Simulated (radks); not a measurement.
Results of a calculation; reference values are marked as such.
Mo+, configuration [Kr] 4d5. Level of theory: scalar-relativistic Kohn-Sham, LDA (Slater exchange, VWN5 correlation), spin-polarised, spherical densities, finite nucleus; open shells are filled with parallel spins first (spin-orbit coupling, left out, can overturn this in heavy ions); Fermi nuclear charge, rms radius 4.4091 fm (a radial shooting solver on a logarithmic mesh with Libxc functionals).

X-ray form factor f0, the Fourier transform of the density (f0(0) = 41):

sin(theta)/lambda (1/angstrom),f0 (electrons)
0.05,40.310
0.1,38.468
0.15,35.976
0.2,33.303
0.25,30.739
0.3,28.418
0.4,24.621
0.5,21.784
0.6,19.573
0.8,16.003
1,12.945
1.25,9.892
1.5,7.835
2,5.806
